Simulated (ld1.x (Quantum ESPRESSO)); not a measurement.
## Scattering properties, TM potential for Br

ld1.x (Quantum ESPRESSO) 7.5 input, shortened:

```
&input
   title='Br', zed=35., rel=1, dft='PBESOL', iswitch=3,
   config='[Ar] 3d10 4s1 4p6'
 /
 &inputp
   pseudotype=2, tm=.true., lloc=-1, rcloc=0.85,
   nlcc=.true., new_core_ps=.true., rcore=0.60
 /
3
4S  1  0   1.00   0.00  1.40  1.40  0.0
4P  2  1   6.00   0.00  1.35  1.35  0.0
3D  3  2  10.00   0.00  1.10  1.10  0.0
 &test
   configts(1)='3d10 4s1 4p6'
 /
```

The phase is arctan(r·u′/u) with u = r·R(r), unwrapped; energies in Ry, scanned from -7 to 5 Ry. A pole is an energy at which the radial function vanishes at the test radius. The pseudo phase is shifted by a multiple of π to meet the all-electron one at the reference energy, and phase errors are pseudo minus all-electron; the curves can meet again beyond the range given. Levels narrower than the energy grid can be missing from the lists of poles.

```tsv
channel	radius (bohr)	reference energy (Ry)	poles, all-electron	poles, pseudo	unbroken range about the reference energy with phases within 0.05 rad	phase error 1 Ry above the reference energy (rad)
s	1.55	-1.54	4.26	3.90	the whole range	-0.002
p	1.55	-0.62	none	1.29	below 0.3	-0.065
d	1.55	-5.02	-4.84	-4.84	below 1.3	+0.001
```

Note: ghost state, extra bound levels that the all-electron valence spectrum of the same l lacks: s at -194.4 eV. A true bound ghost makes a file unfit for plane-wave use.

Phases in the p channel:

```
E (Ry)  all-electron  pseudo
 -7.00         1.288   1.277
 -6.74         1.280   1.270
 -6.48         1.272   1.262
 -6.22         1.264   1.253
 -5.96         1.255   1.243
 -5.70         1.245   1.233
 -5.44         1.234   1.222
 -5.18         1.222   1.210
 -4.92         1.209   1.197
 -4.66         1.194   1.182
 -4.40         1.179   1.166
 -4.14         1.161   1.148
 -3.88         1.141   1.128
 -3.62         1.119   1.105
 -3.36         1.093   1.080
 -3.10         1.064   1.050
 -2.84         1.030   1.016
 -2.58         0.990   0.977
 -2.32         0.943   0.930
 -2.06         0.886   0.874
 -1.80         0.818   0.807
 -1.54         0.734   0.725
 -1.28         0.630   0.624
 -1.02         0.501   0.498
 -0.76         0.344   0.343
 -0.50         0.156   0.155
 -0.24        -0.055  -0.062
  0.02        -0.273  -0.296
  0.28        -0.479  -0.530
  0.54        -0.659  -0.752
  0.80        -0.809  -0.966
  1.06        -0.931  -1.208
  1.32        -1.030  -1.645
  1.58        -1.109  -3.034
  1.84        -1.175  -3.848
  2.10        -1.229  -4.090
  2.36        -1.275  -4.214
  2.62        -1.313  -4.296
  2.88        -1.347  -4.356
  3.14        -1.376  -4.404
  3.40        -1.401  -4.442
  3.66        -1.424  -4.475
  3.92        -1.444  -4.503
  4.18        -1.462  -4.527
  4.44        -1.479  -4.549
  4.70        -1.494  -4.568
  4.96        -1.508  -4.585
```
